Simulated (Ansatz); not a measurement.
Na3Li. Total charge 0; triplet. Geometry PBE0/def2-TZVPD, that of the charge -1 doublet; atoms count from 1.

Cartesian coordinates in Å:
```
Li -1.042 0.875 0.579
Na 1.305 -1.100 -0.727
Na -0.076 -1.475 2.575
Na -0.187 1.699 -2.427
```

At PBE0/def2-TZVPD a singlet of charge 0 lies 0.24 eV below the triplet at the same geometry. The structure comes from a short search, and lower isomers may exist.

**Question.** Estimate the Mulliken populations from the PBE0/def2-TZVPD orbitals of Ansatz.

**Answer.** 
```
atom  charge (e)  spin (α − β)
 Li1        0.03          0.32
 Na2       -0.11          0.38
 Na3        0.04          0.65
 Na4        0.04          0.65
```
Mulliken values and Mayer orders depend strongly on the basis. With diffuse functions, as here, like atoms can get unlike values, and bond orders can come out too low or too high.

**Question.** Where does the spin sit?

**Answer.** Summed by element: Li 0.32, Na 1.68, of 2 unpaired in all. Largest on single atoms: Na3 0.65, Na4 0.65, Na2 0.38.

**Question.** And the Mayer bond orders between bonded heavy atoms (over 0.3)?

**Answer.** Li1–Na2 0.40 (3.33 Å); Li1–Na3 0.44 (3.23 Å); Li1–Na4 0.44 (3.23 Å); Na2–Na3 0.40 (3.60 Å); Na2–Na4 0.40 (3.60 Å).
